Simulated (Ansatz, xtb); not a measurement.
Relaxing a trial structure of CH5FSeSi

The starting geometry of this gas-phase singlet was built from a drawn formula by distance geometry and a force field; its bonds are those of `C=[SeH][SiH2]F`.

```xyz
9

C    -0.3010    1.3801   -0.5736
F     1.1761   -0.0658   -4.4277
Se    0.4705   -0.0981   -1.2335
Si    0.6811    1.0555   -3.2569
H     0.2803    2.1641   -0.2020
H    -1.3737    1.3977   -0.4585
H    -0.8975   -0.6534   -1.7372
H    -0.5962    1.6366   -3.6699
H     1.7255    2.1366   -3.0925
```

**Question.** Where would you expect an optimisation with r2SCAN-D4/def2-SVP to take it?

**Answer.** It rearranges to `F[SiH2]C[SeH]`. Contacts that open: Se3–Si4 (2.34 → 3.16 Å). Contacts that close: C1–Si4 (2.88 → 1.87 Å).

The energy falls by 3.56 eV over 20 steps:

| step | E − E(last) (eV) |
| --- | --- |
| 1 | 3.557 |
| 3 | 2.938 |
| 5 | 2.111 |
| 7 | 1.364 |
| 9 | 0.379 |
| 12 | 0.121 |
| 14 | 0.080 |
| 16 | 0.012 |
| 18 | 0.001 |
| 20 | 0.000 |

Final geometry (Å):

```csv
atom,x (Å),y (Å),z (Å)
C,-0.2415,1.2666,-1.2549
F,0.0402,0.1459,-3.8342
Se,0.4725,-0.3930,-0.4654
Si,0.3980,1.4989,-2.9950
H,0.1268,2.0791,-0.6065
H,-1.3416,1.2694,-1.1964
H,0.1251,-1.2273,-1.6275
H,-0.2878,2.6352,-3.6755
H,1.8733,1.6785,-2.9963
```

From the same start GFN2-xTB reaches the same bonding as this run.

No frequencies were run, so the end isn't proven a minimum. Run with Ansatz 0.2.0, 57 s on 2 threads of Arm Neoverse V1, with other jobs on the host.
